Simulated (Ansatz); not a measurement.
Relaxation of CH₃B₂Br (7 atoms, charge 0, multiplicity 1), to a largest force component of 0.02 eV/Å in at most 50 steps.

All numbers below come from RKS PBE-D4/def2-mTZVP in Ansatz 0.2.0.

```xyz
7
Properties=species:S:1:pos:R:3:forces:R:3
Br -2.187 -1.878 0.420 -41.04 -11.03 12.21
B -0.676 -0.625 0.113 5.44 4.65 -0.97
B 0.972 -0.324 -0.286 -0.93 -2.46 0.69
C 0.049 0.788 0.053 -1.84 1.13 1.07
H -1.283 -1.624 0.158 38.27 6.41 -12.63
H 0.117 1.272 1.045 0.62 0.95 -0.69
H -0.308 1.391 -0.812 -0.52 0.35 0.33
```

Problem. Where does it end, and by what steps?

Solution. It converged. After 20 steps the energy has fallen by 15.484 eV; B3 moved furthest, 1.42 Å. The start is strongly strained (largest force component 41 eV/Å), so its close contacts needn't be bonds. Parted: Br1–H5 (0.97 → 2.69 Å), B2–C4 (1.59 → 3.01 Å).

| step | energy less start (eV) | largest force component (eV/Å) | accepted |
| --- | --- | --- | --- |
| 0 | 0.0000 | 41.041 | yes |
| 1 | -7.7256 | 9.890 | yes |
| 2 | -9.8297 | 3.374 | yes |
| 3 | -10.8129 | 2.791 | yes |
| 4 | -11.7103 | 3.300 | yes |
| 5 | -12.4667 | 3.317 | yes |
| 6 | -13.1770 | 2.594 | yes |
| 7 | -13.8336 | 1.888 | yes |
| 8 | -14.2074 | 0.948 | yes |
| 9 | -14.3740 | 2.063 | yes |
| 10 | -14.4645 | 1.587 | yes |
| 11 | -14.6565 | 0.595 | yes |
| 12 | -14.8737 | 0.887 | yes |
| 13 | -15.0954 | 0.956 | yes |
| 14 | -15.2336 | 0.892 | yes |
| 15 | -15.3898 | 0.714 | yes |
| 16 | -15.4681 | 0.282 | yes |
| 17 | -15.4777 | 0.119 | yes |
| 18 | -15.4827 | 0.116 | yes |
| 19 | -15.4837 | 0.031 | yes |
| 20 | -15.4845 | 0.005 | yes |

```xyz
7
Properties=species:S:1:pos:R:3
Br -1.848 -2.136 1.562
B -1.011 -1.503 -0.056
B -0.383 -0.021 -0.011
C 0.159 1.270 0.047
H -1.011 -2.250 -0.991
H 0.126 1.893 0.947
H 0.654 1.746 -0.805
```

Time of the run: 22 s on 2 threads of INTEL(R) XEON(R) PLATINUM 8581C CPU @ 2.10GHz (Emerald Rapids), on a shared host, peak memory 0.21 GiB.
